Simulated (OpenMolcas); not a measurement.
5s² 5p² along the 50-electron sequence

| Property | Result |
| --- | --- |
| Program | OpenMolcas 26.06 |
| Method | RASSCF |
| Basis | ANO-RCC-VQZP |
| Scalar Hamiltonian | DKH2, point nucleus |
| Spin-orbit coupling | state interaction with AMFI integrals over the reference wave functions, term energies averaged over their components |

Active space for each ion: 2 electrons in 9 orbitals (RAS2 5p; RAS3 5d 6s, at most 1 electron).

Computed levels in cm-1 above ³P₀:

```tsv
Level	Sb+	Te2+	I3+	Xe4+
³P₁	2436	3788	5449	7571
³P₂	5100	7402	10000	13075
¹D₂	14178	18239	22756	28130
¹S₀	28311	34568	40968	48050
weight of ³P in the lowest level (%)	97	96	95	93
```

Measured, with the error of the calculation in %. Measured levels: Sb+ from NIST Handbook of Basic Atomic Spectroscopic Data; Te2+ from the list in Zhang, Palmeri, Quinet and Biemont, Astron. Astrophys. 551, A136 (2013); Xe4+ from Saloman, J. Phys. Chem. Ref. Data 33, 765 (2004).

| Level | Sb+ | Te2+ | Xe4+ |
| --- | --- | --- | --- |
| ³P₁ | 3055 (-20.2) | 4757 (-20.4) | 9292 (-18.5) |
| ³P₂ | 5658 (-9.9) | 8167 (-9.4) | 14127 (-7.4) |
| ¹D₂ | 12790 (+10.9) | 17360 (+5.1) | 28411 (-1.0) |
| ¹S₀ | 23906 (+18.4) | 30398 (+13.7) | 44470 (+8.0) |

The fine-structure level ³P₂ changes by a factor of 2.56 from Sb+ to Xe4+. Its fourth root runs 8.45, 9.28, 10.00, 10.69, with steps per unit of Z of 0.82, 0.72, 0.69; equal steps would mean a (Z - σ)^4 law with constant σ.

¹D₂ changes by a factor of 1.98 over the same range, with steps per unit of Z of +4060, +4520, +5370 cm-1.

With the s shell closed, the reference lacks s² → p² mixing. Computed and measured levels are paired by configuration, term and J; levels that our copy of the source lacks, or whose pairing is in doubt (as where it misses far off the trend of its configuration), stay unpaired and out of the deviations. Levels of configurations outside the active space are missing.
